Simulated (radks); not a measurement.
Results of a calculation; reference values are marked as such.
Effect of the nuclear size on neutral silver, [Kr] 4d10 5s1. Level of theory: Dirac Kohn-Sham, PBE, spin-unpolarised, spherical densities, finite nucleus; Fermi nuclear charge, rms radius 4.5454 fm (a radial shooting solver on a logarithmic mesh with Libxc functionals). The rms radius is varied about that value; shifts are against it.

rms radius (fm),total energy shift (eV),density at nucleus (e/bohr^3),1s1/2 shift (meV),2s1/2 shift (meV),3p1/2 shift (meV),4s1/2 shift (meV),4p1/2 shift (meV),5s1/2 shift (meV)
3.8181,-0.834,1.492e+05,-351,-39.3,0.441,-1.37,0.082,-0.072
4.2409,-0.365,1.471e+05,-153,-17.2,0.192,-0.597,0.036,-0.031
4.5454,0,1.457e+05,0.000,0.000,0.000,0.000,0.000,0.000
4.9408,0.506,1.441e+05,213,23.8,-0.267,0.828,-0.050,0.043
5.2818,0.972,1.428e+05,409,45.7,-0.513,1.59,-0.095,0.083

Slopes of the eigenvalues against <r^2> in GHz/fm^2, as finite differences over the two radii next to the reference (eigenvalue slopes, not the field-shift constants of lines): 1s1/2 13800, 2s1/2 1540, 3p1/2 -17.3, 4s1/2 53.6, 4p1/2 -3.21, 5s1/2 2.81.
